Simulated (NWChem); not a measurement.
# Atomisation of HgI2

```
Hg
I 1 2.6347
I 1 2.6347 2 180.00
```
Charge 0, spin multiplicity 1.

Program: NWChem. Structure: optimised with PBE/def2-SVP with def2 effective core potentials on I, Hg, a minimum by its harmonic frequencies.

Basis set: def2-TZVP. The atomisation energy is electronic alone: no zero-point, thermal, spin-orbit or counterpoise terms. No value is extrapolated to the basis-set limit. Free atoms are single determinants with multiplicities Hg 1, I 2.

Effective core potentials replace the inner electrons of I, Hg; spin-orbit coupling is left out. B3LYP has NWChem's definition, with VWN1-RPA local correlation. The structure started from a generated list of species. The stability of the SCF solutions was not checked. Open-shell Hartree-Fock references start from PBE0 orbitals.

Problem. Order these methods by the atomisation energy they give, lowest first: HF, B3LYP, PBE0, BP86, CAM-B3LYP.

Solution. HF (48.9 kcal/mol), B3LYP (68.3 kcal/mol), CAM-B3LYP (71.1 kcal/mol), BP86 (75.7 kcal/mol), PBE0 (78.2 kcal/mol)
